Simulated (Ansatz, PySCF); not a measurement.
BrH₃OSiTe, SMILES [SiH3]O[Te]Br. Atoms are numbered in the order given.

```xyz
7

Te     0.2187     0.0369     0.9800
Br    -1.7481     0.7050    -0.4828
O      1.6360    -0.1449    -0.4091
Si     1.7234    -1.3833    -1.5498
H      1.6371    -2.7168    -0.8856
H      3.0400    -1.2266    -2.2229
H      0.6212    -1.2617    -2.5442
```
Charge 0, spin multiplicity 1.

Coordinates come from a B3LYP-D3(BJ)/def2-SVP optimisation. This is a generated structure with no PubChem entry under its InChIKey; it may be hypothetical. The def2 effective core potentials stand for the cores of Te; spin–orbit coupling is left out. The values are those of a single conformer.

Two levels are set side by side: PBE-D3(BJ)/def2-SVP (Ansatz, an electronic-structure program) and B3LYP-D3(BJ)/def2-SVP (Ansatz). Each level has its own optimised geometry; the coordinates shown are those of the second. Frequencies come from the Hessian of PySCF at each geometry. Differences are taken from unrounded values.

```json
[
 {"quantity": "mean bond length (Å)", "B3LYP-D3(BJ)": "1.781"},
 {"quantity": "bond Te1–Br2 (Å)", "B3LYP-D3(BJ)": "2.541"},
 {"quantity": "bond Te1–O3 (Å)", "B3LYP-D3(BJ)": "1.993"},
 {"quantity": "bond O3–Si4 (Å)", "B3LYP-D3(BJ)": "1.686"},
 {"quantity": "bond Si4–H5 (Å)", "B3LYP-D3(BJ)": "1.492"},
 {"quantity": "bond Si4–H6 (Å)", "B3LYP-D3(BJ)": "1.487"},
 {"quantity": "bond Si4–H7 (Å)", "B3LYP-D3(BJ)": "1.489"},
 {"quantity": "highest harmonic wavenumber (cm⁻¹)", "B3LYP-D3(BJ)": "2250"},
 {"quantity": "mean harmonic wavenumber (cm⁻¹)", "B3LYP-D3(BJ)": "871"},
 {"quantity": "zero-point energy (kcal/mol)", "B3LYP-D3(BJ)": "18.67"}
]
```

Question: What does PBE-D3(BJ) give, and how far is it from B3LYP-D3(BJ)? (An estimate is asked for; the answer gives what the named calculation found.)

Answer: 
```json
[
 {"quantity": "mean bond length (Å)", "PBE-D3(BJ)": "1.795", "PBE-D3(BJ) minus B3LYP-D3(BJ)": "0.013"},
 {"quantity": "bond Te1–Br2 (Å)", "PBE-D3(BJ)": "2.538", "PBE-D3(BJ) minus B3LYP-D3(BJ)": "-0.002"},
 {"quantity": "bond Te1–O3 (Å)", "PBE-D3(BJ)": "2.015", "PBE-D3(BJ) minus B3LYP-D3(BJ)": "0.022"},
 {"quantity": "bond O3–Si4 (Å)", "PBE-D3(BJ)": "1.705", "PBE-D3(BJ) minus B3LYP-D3(BJ)": "0.020"},
 {"quantity": "bond Si4–H5 (Å)", "PBE-D3(BJ)": "1.505", "PBE-D3(BJ) minus B3LYP-D3(BJ)": "0.013"},
 {"quantity": "bond Si4–H6 (Å)", "PBE-D3(BJ)": "1.500", "PBE-D3(BJ) minus B3LYP-D3(BJ)": "0.014"},
 {"quantity": "bond Si4–H7 (Å)", "PBE-D3(BJ)": "1.503", "PBE-D3(BJ) minus B3LYP-D3(BJ)": "0.014"},
 {"quantity": "highest harmonic wavenumber (cm⁻¹)", "PBE-D3(BJ)": "2191", "PBE-D3(BJ) minus B3LYP-D3(BJ)": "-59"},
 {"quantity": "mean harmonic wavenumber (cm⁻¹)", "PBE-D3(BJ)": "841", "PBE-D3(BJ) minus B3LYP-D3(BJ)": "-30"},
 {"quantity": "zero-point energy (kcal/mol)", "PBE-D3(BJ)": "18.04", "PBE-D3(BJ) minus B3LYP-D3(BJ)": "-0.63"}
]
```

GGA bonds tend to be longer and softer than those of functionals with exact exchange. Differences between two approximate levels are no errors against the true value.
